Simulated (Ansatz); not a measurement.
CH$_{7}$NSSi (`[SiH3]NCS`) from Hartree–Fock to CCSD(T)

```tsv
atom	x (Å)	y (Å)	z (Å)
Si1	0.346	1.522	0.675
N2	-0.368	-0.051	0.698
C3	0.010	-1.102	-0.188
S4	-0.836	-0.931	-1.821
H5	-0.060	2.396	-0.462
H6	-0.047	2.195	1.939
H7	1.818	1.331	0.602
H8	-1.313	-0.137	1.042
H9	1.088	-1.068	-0.353
H10	-0.249	-2.076	0.228
H11	-0.390	-2.079	-2.359
```

Total charge 0; spin multiplicity 1. Geometry: relaxed with PBE0-D4/def2-TZVP. It is one conformer, not always the lowest. Frozen core, restricted reference, Ansatz. CBS rows extrapolate triple and quadruple zeta; past MP2 they add the triple-zeta difference.

```csv
basis,HF (Eh),MP2 corr.
def2-TZVPP,-782.92693,-0.69338
def2-QZVPP,-782.95241,-0.74478
```

Task: Estimate the CCSD correlation energy and the (T) correction in each basis where they were run (hartree).

Result: 
```json
{"basis": "def2-TZVPP", "CCSD corr.": "-0.74753", "(T)": "-0.02998"}
{"basis": "CBS(def2)", "CCSD corr.": "-0.83700", "(T)": "as TZ"}
```
